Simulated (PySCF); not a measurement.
cyclohexasilane (H12Si6), SMILES [SiH2]1[SiH2][SiH2][SiH2][SiH2][SiH2]1.

Geometry: B3LYP-D3(BJ)/def2-SVP.

Two levels are set side by side: PBE/def2-TZVP (PySCF) and B3LYP/def2-TZVP (PySCF). Same geometry, gas phase. Differences are taken from unrounded values.

```tsv
quantity	B3LYP
orbital gap (eV)	6.60
highest occupied level (eV)	-7.54
lowest empty level (eV)	-0.93
```

### Question
What does PBE give, and how far is it from B3LYP? (An estimate is asked for; the answer gives what the named calculation found.)

### Answer

| quantity | PBE | PBE minus B3LYP |
|---|---|---|
| orbital gap (eV) | 5.20 | -1.41 |
| highest occupied level (eV) | -6.78 | 0.76 |
| lowest empty level (eV) | -1.58 | -0.65 |

PBE's occupied levels lie high since its potential decays too fast outside the molecule; exact exchange lowers them and widens the gap. Differences between two approximate levels are no errors against the true value.

Rough cost on one machine, each run with all the roots and properties that it gave: B3LYP against PBE within a factor of 2.
